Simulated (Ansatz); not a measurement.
Total energies of C$_{2}$HCl$_{3}$Ti (`C#[C][Ti]([Cl])([Cl])[Cl]`).

Cartesian coordinates in Å:
```
C 1.131 1.607 0.819
C 0.485 0.690 0.351
Ti -0.572 -0.812 -0.414
Cl -2.363 -1.016 0.783
Cl 0.661 -2.588 -0.306
Cl -1.040 -0.294 -2.463
H 1.698 2.413 1.230
```

Total charge 0; spin multiplicity 1. Correlated methods include outer-core shells of Ti, which these sets cover unevenly. Scalar relativity is left out up to krypton. The structure was optimised at the PBE0-D4/def2-TZVP level. Basis def2-TZVPP, Ansatz.

RPA on PBE orbitals: Hartree–Fock energy of these orbitals -2303.29772 Eh, correlation -2.06336 Eh (frozen core).

```
 functional                    kind  energy without D4 (Eh)  D4 term (kJ/mol)
LDA (SPW92)                     LDA             -2299.91598                 –
        PBE                     GGA             -2306.22972             -26.4
     revPBE                     GGA             -2306.73775             -60.6
     r2SCAN                meta-GGA             -2306.94670              -6.4
     B97M-V      meta-GGA with VV10             -2306.54182                 –
      B3LYP     global hybrid, 20 %             -2307.15939             -43.1
    r2SCAN0   meta-GGA hybrid, 25 %             -2306.87668              -8.0
      BHLYP     global hybrid, 50 %             -2306.99637             -38.9
  CAM-B3LYP  range-separated hybrid             -2307.11432             -24.3
   PBE-QIDH           double hybrid             -2305.96212                 –
```

Task: Give the same for BLYP, PBE0, r2SCANh, HSE06 (plane-wave form), LC-ωPBE, ωB97X-V, ωB97M-V, B2PLYP. (Best estimate.)

Result: The calculation gave: 
```
             functional                                       kind  energy without D4 (Eh)  D4 term (kJ/mol)
                   BLYP                                        GGA             -2307.11365             -54.8
                   PBE0         global hybrid, 25 % exact exchange             -2306.33848             -23.1
                r2SCANh                      meta-GGA hybrid, 10 %             -2306.91749              -7.1
HSE06 (plane-wave form)                            screened hybrid             -2306.30347             -22.0
                LC-ωPBE                long-range corrected hybrid             -2306.44528                 –
                ωB97X-V       range-separated hybrid GGA with VV10             -2306.72804                 –
                ωB97M-V  range-separated hybrid meta-GGA with VV10             -2306.93507                 –
                 B2PLYP                              double hybrid             -2306.48862                 –
```

B3LYP takes the VWN-RPA correlation (the form of Gaussian; ORCA's B3LYP/G). HSE06 is the plane-wave form, built on full-range PBE exchange. The double hybrids freeze the cores in their second-order part.

LC-ωPBE has ω = 0.4 bohr⁻¹.
